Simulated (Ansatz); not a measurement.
PBE exchange is replaced step by step with exact exchange (0 % is PBE, 25 % PBE0; no dispersion term), basis def2-SVP, Ansatz. System: Ge9OH14, a cluster with a defect cut from the lattice of germanium (double-bonded O in place of two caps). The state is a singlet with charge 0. Geometry: PBE-D4/def2-SVP.

Geometry of the singlet:

```xyz
24

Ge    0.3135   -1.7486   -2.3504
Ge    1.9826   -1.5161    1.2798
Ge    1.4730    1.8000   -0.9161
Ge   -2.4588    1.1198   -1.1773
Ge   -0.6954    1.2483    2.4125
Ge    1.9920   -0.5917   -0.9851
Ge   -1.9379   -1.2859   -1.4321
Ge   -0.2031   -1.1429    2.3066
Ge   -0.6951    2.1869    0.1533
O    -2.9728   -2.4929   -0.9326
H     0.5536   -3.2828   -2.3925
H     0.3613   -1.1846   -3.8022
H     2.3106   -3.0361    1.2250
H     3.0839   -0.8104    2.1228
H     1.4692    2.3871   -2.3578
H     2.5774    2.5330   -0.0991
H    -2.4799    1.7570   -2.5991
H    -3.8594    1.2832   -0.5256
H     0.3899    1.9683    3.2639
H    -2.0795    1.4938    3.0795
H     3.3894   -0.7980   -1.6500
H    -0.2421   -1.7646    3.7320
H    -1.2923   -1.8439    1.4415
H    -0.9801    3.7210    0.2031
```

| exact exchange (%) | HOMO (eV) | LUMO (eV) | gap (eV) |
| --- | --- | --- | --- |
| 0 | -5.44 | -3.15 | 2.29 |
| 5 | -5.69 | -3.02 | 2.68 |
| 10 | -5.94 | -2.88 | 3.06 |
| 15 | -6.19 | -2.75 | 3.44 |
| 35 | -7.18 | -2.22 | 4.97 |
| 50 | -7.92 | -1.82 | 6.10 |

Problem. Fit a straight line to the column «gap (eV)» against the share of exact exchange and predict its value at 25 %.

Solution. With x = exact exchange (%) and y = gap (eV): mean x = 19.17, mean y = 3.757; Σ(x − x̄)(y − ȳ) = 142.5, Σ(x − x̄)² = 1871; slope b = 0.07616, intercept a = ȳ − b·x̄ = 2.297. The residuals of the fitted rows reach 0.01. At x = 25 the line gives 2.297 + (0.07616 × 25) = 4.20; the run gave 4.21, 0.01 more than the line.
